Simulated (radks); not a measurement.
Values are calculated unless marked as measured or tabulated.
Problem. The lithium ion Li2+, 1s1. Level of theory: non-relativistic Kohn-Sham, exchange-only B88, spin-polarised, spherical densities, point nucleus (a radial shooting solver on a logarithmic mesh with Libxc functionals). Every spin shell is full or empty, so the densities are truly spherical. Functionals are evaluated on that one density, not self-consistently. Rank these exchange functionals by their error against the exact value of the orbitals, and give that value: LDA, PBEsol, PW86, WC, SOGGA, EV93, APBE, TPSS, SCAN, MS2, Tao-Mo.

Solution. Exact: -0.932651 hartree. From best to worst, with 100 (|E| - |E exact|)/|E exact| (equal figures are ties): TPSS +0.07, SCAN +0.07, MS2 +0.09, Tao-Mo +0.10, PW86 -0.20, APBE -0.41, EV93 +3.87, WC -3.93, PBEsol -6.23, SOGGA -6.45, LDA -14.17.
